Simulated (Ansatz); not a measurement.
Geometry optimisation, RKS B3LYP/def2-SVP in Ansatz 0.2.0.

Input:

```yaml
crystal:
  periodic: [false, false, false]
  atoms:
    - { symbol: Cl, position_ang: [-0.5742, -1.5726, 1.5856] }
    - { symbol: C, position_ang: [0.4746, -0.6644, 0.4781] }
    - { symbol: O, position_ang: [0.1165, -0.8586, -0.833] }
    - { symbol: Ge, position_ang: [-0.2596, 0.8737, -0.3694] }
    - { symbol: H, position_ang: [1.5759, -0.6447, 0.6338] }
    - { symbol: H, position_ang: [-0.35188, -1.25316, -1.61085] }
    - { symbol: H, position_ang: [0.6098, 1.8377, -1.1468] }
basis:
  gaussian: { orbitals: def2-SVP }
hamiltonian:
  xc: b3lyp
relax:
  f_tol: 0.02
  max_steps: 50
```

Command:

```bash
$ ansatz run input.yaml --threads 2 --pin off --max-ram 3072MiB --backend cpu --events-out ev --progress --plain --runs-dir out
```

Question: Where does it end, and by what steps?

Answer: It converged. After 12 steps the energy has fallen by 2.413 eV; H6 moved furthest, 0.56 Å.

| step | energy less start (eV) | largest force component (eV/Å) | accepted |
| --- | --- | --- | --- |
| 0 | 0.0000 | 5.408 | yes |
| 1 | -1.2997 | 3.327 | yes |
| 2 | -1.9501 | 2.058 | yes |
| 3 | -2.2350 | 1.247 | yes |
| 4 | -2.3236 | 2.148 | yes |
| 5 | -2.1665 | 2.628 | no |
| 6 | -2.3997 | 0.169 | yes |
| 7 | -2.4057 | 0.113 | yes |
| 8 | -2.4083 | 0.135 | yes |
| 9 | -2.4113 | 0.173 | yes |
| 10 | -2.4119 | 0.163 | yes |
| 11 | -2.4129 | 0.039 | yes |
| 12 | -2.4129 | 0.014 | yes |

```xyz
7
Properties=species:S:1:pos:R:3
Cl -0.446 -1.652 1.383
C 0.424 -0.519 0.300
O 0.265 -0.908 -1.090
Ge -0.533 1.122 -0.406
H 1.489 -0.559 0.553
H -0.469 -1.541 -1.150
H 0.860 1.775 -0.852
```

Run time: 33 s on 2 threads of Arm Neoverse V1 (shared host), peak memory 0.2 GiB.
